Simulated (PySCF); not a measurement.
# Aluminium: highly charged ions in a basis for the neutral atom

Al⁵⁺ [He] 2s2 2p4, Al⁶⁺ [He] 2s2 2p3. Calculation: PySCF 2.14, in cc-pV(T+d)Z; no relativity, point nucleus. No spin-orbit coupling, so a gap to NIST mixes the basis error with missing relativistic terms.

Changed run: basis of the neutral atom used for a highly charged ion. This setting is unsound on purpose.

```tsv
species	method	sound run (hartree)	changed run (hartree)	converged
Al⁵⁺	UHF	not run	-230.01672	yes
Al⁵⁺	M06-2X	not run	-230.28297	yes
Al⁵⁺	PBE	not run	-230.15703	yes
Al⁶⁺	UHF	not run	-223.02378	yes
Al⁶⁺	M06-2X	not run	-223.22910	yes
Al⁶⁺	PBE	not run	-223.08460	yes
```

Ionisation energy of Al⁵⁺:

| method | changed run (eV) | NIST (eV) |
| --- | --- | --- |
| UHF | 190.29 | 190.49 ± 0.05 |
| M06-2X | 191.95 | 190.49 ± 0.05 |
| PBE | 192.45 | 190.49 ± 0.05 |

The contracted functions were made for the neutral atom and can be too rigid for a highly charged ion.
